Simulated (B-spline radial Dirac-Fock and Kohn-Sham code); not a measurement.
K-line shifts caused by a second vacancy in Rb

System: the Rb atom, configuration [Kr] 4d1 (an excited configuration).

The computed values come from a B-spline atomic structure program: multi-electron Dirac-Fock with separately optimised hole states, Breit and Lamb-shift corrections added in first order. Each two-hole energy is an average over J within one jj subconfiguration, not an observable level; in light atoms, where LS coupling holds, the j-resolved values are not observed lines, and for a K spectator the Kα1 hypersatellite is nearly forbidden. No correlation.

Lines without a spectator: Kα2 (K-L2) 13334.1 eV, Kα1 (K-L3) 13393.8 eV, Kβ3 (K-M2) 14948.3 eV, Kβ1 (K-M3) 14957.5 eV. Shifts in eV with one spectator hole (a dash: not computed, or left out as unreliable):

```
spectator hole     Kα2     Kα1     Kβ3     Kβ1
        K (1s)  +403.1  +409.8  +508.2  +509.4
    L2 (2p1/2)   +40.6   +50.2       –  +109.8
    L3 (2p3/2)   +43.6   +42.5  +102.6       –
    M2 (3p1/2)       –   +4.19   +9.77  +12.41
    M3 (3p3/2)   +3.45       –  +11.16  +10.60
    M4 (3d3/2)   -0.23   -1.80       –       –
    M5 (3d5/2)   -1.98   -0.94       –       –
```

With n spectator holes in 2p, averaged over the 2p shell (energies in eV):

```csv
n,KαLⁿ,step,hypersatellite KαʰLⁿ
0,13373.9,–,13781.4
1,13418.6,+44.7,13827.3
2,13464.4,+45.8,13874.4
3,13511.3,+46.9,13922.6
4,13559.4,+48.1,13972.0
5,13608.6,+49.2,14022.5
```
